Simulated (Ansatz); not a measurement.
Input for Ansatz (development build ahead of 0.2.0):

```yaml
crystal:
  periodic: [false, false, false]
  atoms:
    - { symbol: Cr, position_ang: [0.0, 0.0, 0.0] }
    - { symbol: C, position_ang: [0.0, 0.0, 2.0] }
basis:
  gaussian: { orbitals: pcseg-2 }
magnetization:
  initial_magnetization: 2
hamiltonian:
  xc: hf
```

The input is written out in the form of the current development build from the run's settings.

The run gave:

```yaml
Converged: yes
Total_energy: -1080.82601 hartree
Spin_squared_of_the_determinant: 2.000
Stability_test: minimum among restricted orbitals
```

Caution: an unrestricted determinant lies well below.
